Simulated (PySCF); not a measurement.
Isomers of C5H17NSi2.

All values: PBE0/pcSseg-1 (PySCF) at GFN2-xTB geometries, gas phase, one conformer each.

(1) Rank by the highest IAO charge on any atom, highest value first.
A. `[CH3:1][CH:2]([CH3:3])[NH:4][Si@@H:5]([CH3:6])[CH2:7][SiH3:8]` with C1–C2–N4–Si5 153°, C2–N4–Si5–C6 -174°, N4–Si5–C7–Si8 -52°
B. `[CH3:1][NH:2][C@@:3]([CH3:4])([CH2:5][SiH3:6])[SiH2:7][CH3:8]` with C1–N2–C3–C4 -48°, N2–C3–C5–Si6 -173°, N2–C3–Si7–C8 58°
C. `[CH3:1][CH2:2][N:3]([CH3:4])[CH2:5][CH:6]([SiH3:7])[SiH3:8]` with C1–C2–N3–C4 69°, C2–N3–C5–C6 148°, N3–C5–C6–Si7 -159°
D. `[CH3:1][Si@H:2]([NH:3][SiH3:4])[C:5]([CH3:6])([CH3:7])[CH3:8]` with C1–Si2–N3–Si4 179°
E. `[CH3:1][C:2]([CH3:3])([CH3:4])[Si@:5]([CH3:6])([NH2:7])[SiH3:8]` with C2–Si5–N7–H 74° and -66°

(2) Rank by LUMO energy, highest first.
A. `[CH3:1][CH2:2][CH2:3][SiH2:4][CH2:5][N:6]([CH3:7])[SiH3:8]` with C1–C2–C3–Si4 -61°, C2–C3–Si4–C5 -161°, C3–Si4–C5–N6 159°, Si4–C5–N6–C7 67°
B. `[CH3:1][CH2:2][N:3]([CH3:4])[CH2:5][CH:6]([SiH3:7])[SiH3:8]` with C1–C2–N3–C4 69°, C2–N3–C5–C6 148°, N3–C5–C6–Si7 -159°
C. `[CH3:1][C:2]([CH3:3])([CH3:4])[Si@:5]([CH3:6])([NH2:7])[SiH3:8]` with C2–Si5–N7–H 74° and -66°
D. `[CH3:1][CH:2]([CH3:3])[NH:4][Si@@H:5]([CH3:6])[CH2:7][SiH3:8]` with C1–C2–N4–Si5 153°, C2–N4–Si5–C6 -174°, N4–Si5–C7–Si8 -52°

(3) Rank by the lowest Hirshfeld charge on any atom, highest value first.
A. `[CH3:1][CH2:2][CH2:3][SiH2:4][CH2:5][N:6]([CH3:7])[SiH3:8]` with C1–C2–C3–Si4 -61°, C2–C3–Si4–C5 -161°, C3–Si4–C5–N6 159°, Si4–C5–N6–C7 67°
B. `[CH3:1][Si@H:2]([NH:3][SiH3:4])[C:5]([CH3:6])([CH3:7])[CH3:8]` with C1–Si2–N3–Si4 179°
C. `[CH3:1][C:2]([CH3:3])([CH3:4])[Si@:5]([CH3:6])([NH2:7])[SiH3:8]` with C2–Si5–N7–H 74° and -66°
D. `[CH3:1][CH2:2][N:3]([CH3:4])[CH2:5][CH:6]([SiH3:7])[SiH3:8]` with C1–C2–N3–C4 69°, C2–N3–C5–C6 148°, N3–C5–C6–Si7 -159°
E. `[CH3:1][CH:2]([CH3:3])[NH:4][Si@@H:5]([CH3:6])[CH2:7][SiH3:8]` with C1–C2–N4–Si5 153°, C2–N4–Si5–C6 -174°, N4–Si5–C7–Si8 -52°
F. `[CH3:1][NH:2][C@@:3]([CH3:4])([CH2:5][SiH3:6])[SiH2:7][CH3:8]` with C1–N2–C3–C4 -48°, N2–C3–C5–Si6 -173°, N2–C3–Si7–C8 58°

## Answers

(1) A (+1.037 e), D (+1.020 e), E (+0.895 e), B (+0.748 e), C (+0.600 e).

(2) D (0.91 eV), B (0.71 eV), A (0.57 eV), C (0.37 eV).

(3) A (-0.175 e), D (-0.199 e), F (-0.215 e), E (-0.251 e), C (-0.317 e), B (-0.329 e).

All values together:

```tsv
SMILES	μ (D)	HOMO (eV)	LUMO (eV)	lowest IAO charge (e)	highest IAO charge (e)	lowest Hirshfeld charge (e)	highest Hirshfeld charge (e)
CC(C)N[Si@@H](C)C[SiH3]	0.99	-6.62	0.91	-0.840 (C)	+1.037 (Si)	-0.251 (C)	+0.391 (Si)
CCN(C)CC([SiH3])[SiH3]	2.40	-6.61	0.71	-0.655 (C)	+0.600 (Si)	-0.199 (C)	+0.304 (Si)
CC(C)(C)[Si@](C)(N)[SiH3]	1.68	-6.79	0.37	-0.836 (N)	+0.895 (Si)	-0.317 (N)	+0.342 (Si)
CN[C@@](C)(C[SiH3])[SiH2]C	1.26	-6.24	0.78	-0.711 (C)	+0.748 (Si)	-0.215 (C)	+0.326 (Si)
CCC[SiH2]CN(C)[SiH3]	0.93	-6.04	0.57	-0.530 (C)	+0.745 (Si)	-0.175 (N)	+0.339 (Si)
C[Si@H](N[SiH3])C(C)(C)C	0.98	-6.96	0.48	-0.939 (N)	+1.020 (Si)	-0.329 (N)	+0.395 (Si)
```

Conformers: `[CH3:1][CH:2]([CH3:3])[NH:4][Si@@H:5]([CH3:6])[CH2:7][SiH3:8]` with C1–C2–N4–Si5 153°, C2–N4–Si5–C6 -174°, N4–Si5–C7–Si8 -52°; `[CH3:1][CH2:2][N:3]([CH3:4])[CH2:5][CH:6]([SiH3:7])[SiH3:8]` with C1–C2–N3–C4 69°, C2–N3–C5–C6 148°, N3–C5–C6–Si7 -159°; `[CH3:1][C:2]([CH3:3])([CH3:4])[Si@:5]([CH3:6])([NH2:7])[SiH3:8]` with C2–Si5–N7–H 74° and -66°; `[CH3:1][NH:2][C@@:3]([CH3:4])([CH2:5][SiH3:6])[SiH2:7][CH3:8]` with C1–N2–C3–C4 -48°, N2–C3–C5–Si6 -173°, N2–C3–Si7–C8 58°; `[CH3:1][CH2:2][CH2:3][SiH2:4][CH2:5][N:6]([CH3:7])[SiH3:8]` with C1–C2–C3–Si4 -61°, C2–C3–Si4–C5 -161°, C3–Si4–C5–N6 159°, Si4–C5–N6–C7 67°; `[CH3:1][Si@H:2]([NH:3][SiH3:4])[C:5]([CH3:6])([CH3:7])[CH3:8]` with C1–Si2–N3–Si4 179°.
